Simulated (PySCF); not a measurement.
## Correlation energy of Cl+ (chlorine, charge +1)

Starting occupation: [Ne] 3s2 3p4, 3p1/2 with m_j = -1/2, +1/2, 3p3/2 with m_j = +1/2, +3/2. Computed with PySCF 2.14 in x2c-SVPall-2c, with X2C-1e with screened-nucleus spin-orbit coupling, Gaussian nucleus. Frozen: [Ne]; 6 electrons correlated.

MP2 pair energies summed by pair of shells (mhartree):

```json
{"pair": "3p-3p", "energy": "-44.90", "share (%)": "47.6"}
{"pair": "3p-3s", "energy": "-41.76", "share (%)": "44.3"}
{"pair": "3s-3s", "energy": "-7.68", "share (%)": "8.1"}
```

Total MP2 correlation energy: -94.34 mhartree.

The GHF reference relaxed away from the jj start to a determinant that is no pure jj level (⟨S²⟩ = 2.00, ⟨J²⟩ = 6.01); the energies belong to that determinant.
